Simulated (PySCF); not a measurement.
Isomers of CH11O2PSi3, mass 169.980 u with the commonest isotopes. Method used: B3LYP/def2-SVPD in PySCF (dipole) on a GFN2-xTB geometry, gas phase. One conformer each, none proved a minimum here; rigid rotors.

Problem. Order these by out-of-plane moment Σ m c² = (Ia + Ib − Ic)/2, largest first.
A. `[SiH3:1][O:2][SiH2:3][CH2:4][O:5][SiH2:6][PH2:7]` with Si1–O2–Si3–C4 39°, O2–Si3–C4–O5 -53°, Si3–C4–O5–Si6 128°, C4–O5–Si6–P7 -170°, O5–Si6–P7–H -96° and 171°
B. `[CH3:1][Si@H:2]([PH2:3])[O:4][SiH2:5][O:6][SiH3:7]` with C1–Si2–P3–H 73° and 166°, C1–Si2–O4–Si5 -16°, Si2–O4–Si5–O6 -23°, O4–Si5–O6–Si7 -4°
C. `[CH3:1][O:2][Si@H:3]([O:4][SiH3:5])[SiH2:6][PH2:7]` with C1–O2–Si3–O4 -48°, O2–Si3–O4–Si5 -67°, O2–Si3–Si6–P7 51°, Si3–Si6–P7–H -55° and -148°
D. `[CH3:1][SiH2:2][O:3][Si@@H:4]([PH2:5])[O:6][SiH3:7]` with C1–Si2–O3–Si4 25°, Si2–O3–Si4–P5 -65°, O3–Si4–P5–H -162° and -69°, O3–Si4–O6–Si7 -32°

Solution. C (124.73 u·Å²), D (116.94 u·Å²), A (56.58 u·Å²), B (28.57 u·Å²).

Problem. Order these by rotational constant A, largest first.
A. `[CH3:1][SiH2:2][O:3][Si@@H:4]([PH2:5])[O:6][SiH3:7]` with C1–Si2–O3–Si4 25°, Si2–O3–Si4–P5 -65°, O3–Si4–P5–H -162° and -69°, O3–Si4–O6–Si7 -32°
B. `[SiH3:1][O:2][SiH2:3][CH2:4][O:5][SiH2:6][PH2:7]` with Si1–O2–Si3–C4 39°, O2–Si3–C4–O5 -53°, Si3–C4–O5–Si6 128°, C4–O5–Si6–P7 -170°, O5–Si6–P7–H -96° and 171°
C. `[CH3:1][Si@H:2]([PH2:3])[O:4][SiH2:5][O:6][SiH3:7]` with C1–Si2–P3–H 73° and 166°, C1–Si2–O4–Si5 -16°, Si2–O4–Si5–O6 -23°, O4–Si5–O6–Si7 -4°
D. `[CH3:1][O:2][Si@H:3]([O:4][SiH3:5])[SiH2:6][PH2:7]` with C1–O2–Si3–O4 -48°, O2–Si3–O4–Si5 -67°, O2–Si3–Si6–P7 51°, Si3–Si6–P7–H -55° and -148°

Solution. C (2274 MHz), B (1534 MHz), D (1239 MHz), A (1141 MHz).

Problem. Order these by radius of gyration √(Σ m r²/M), smallest first.
A. `[CH3:1][O:2][Si@H:3]([O:4][SiH3:5])[SiH2:6][PH2:7]` with C1–O2–Si3–O4 -48°, O2–Si3–O4–Si5 -67°, O2–Si3–Si6–P7 51°, Si3–Si6–P7–H -55° and -148°
B. `[CH3:1][SiH2:2][O:3][Si@@H:4]([PH2:5])[O:6][SiH3:7]` with C1–Si2–O3–Si4 25°, Si2–O3–Si4–P5 -65°, O3–Si4–P5–H -162° and -69°, O3–Si4–O6–Si7 -32°
C. `[CH3:1][Si@H:2]([PH2:3])[O:4][SiH2:5][O:6][SiH3:7]` with C1–Si2–P3–H 73° and 166°, C1–Si2–O4–Si5 -16°, Si2–O4–Si5–O6 -23°, O4–Si5–O6–Si7 -4°
D. `[SiH3:1][O:2][SiH2:3][CH2:4][O:5][SiH2:6][PH2:7]` with Si1–O2–Si3–C4 39°, O2–Si3–C4–O5 -53°, Si3–C4–O5–Si6 128°, C4–O5–Si6–P7 -170°, O5–Si6–P7–H -96° and 171°

Solution. B (2.213 Å), A (2.312 Å), D (2.395 Å), C (2.494 Å).

```
                   SMILES  point group  Ia (u·Å²)  Ib (u·Å²)  Ic (u·Å²)      κ  μa (D)  μb (D)  μc (D)
   [SiH3]O[SiH2]CO[SiH2]P           C1     329.47     702.08     918.38  -0.66    0.18    0.89    0.86
 C[Si@H](P)O[SiH2]O[SiH3]           C1     222.23     863.85    1028.93  -0.89    0.45    1.08    0.29
C[SiH2]O[Si@@H](P)O[SiH3]           C1     442.87     506.65     715.64   0.34    0.22    0.28    0.79
 CO[Si@H](O[SiH3])[SiH2]P           C1     407.74     625.76     784.04  -0.45    0.83    0.76    0.57
```
